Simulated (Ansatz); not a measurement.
Isolated molecules relaxed with PBE0-D4/def2-TZVP in Ansatz; ΔE leaves out vibrations. CCSD(T)/CBS is the MP2 limit (def2-TZVPP, def2-QZVPP) plus CCSD(T) − MP2 in def2-TZVPP, frozen cores. This one scheme is used for every species. DFT in def2-TZVPP. HSE06 is defined as in plane-wave codes. For Br outer-core shells are correlated without core-valence functions, which leaves a few kJ/mol of doubt a bond. Scalar relativity is left out up to krypton. Each species was taken in one conformer, which may not be the lowest.

Reaction (ligand exchange at the Al–N bond): `[NH2][Al]([F])[Br]` + HCl → `[F][Al]([Cl])[Br]` + NH₃

(1) Is it downhill or uphill in electronic energy at CCSD(T)/CBS, and by how much? (Best estimate.)

(2) What do these levels give: r2SCAN0-D4, HSE06-D4, ωB97M-V, B2PLYP, revPBE, BLYP, BHLYP, RPA@PBE/def2-TZVPP, CCSD(T)/def2-SVP, SCS-MP2/def2-TZVPP, CCSD/def2-TZVPP, MP2/def2-QZVPP? (An estimate is asked.)

Largest T1 diagnostic among the species: 0.009.

## Answers

(1) The calculation gave: Downhill: ΔE = -14.5 kcal/mol.

(2) Computed: r2SCAN0-D4 -14.9, HSE06-D4 -14.8, ωB97M-V -14.2, B2PLYP -14.0, revPBE -15.0, BLYP -13.6, BHLYP -14.2, RPA@PBE/def2-TZVPP -13.0, CCSD(T)/def2-SVP -14.2, SCS-MP2/def2-TZVPP -13.8, CCSD/def2-TZVPP -13.5, MP2/def2-QZVPP -14.6 kcal/mol.

In def2-TZVPP, CCSD(T) changes the Hartree–Fock value by +1.6 kcal/mol (the triples alone add −0.1 kcal/mol) and MP2 by +1.1 kcal/mol. Leaving LDA and LC-ωPBE aside and taking each functional with its dispersion term where it has one, the values, not all of them listed here, spread over 2.2 kcal/mol, from B97M-V to CAM-B3LYP-D4. LDA lies +1.9 kcal/mol from PBE without D4.
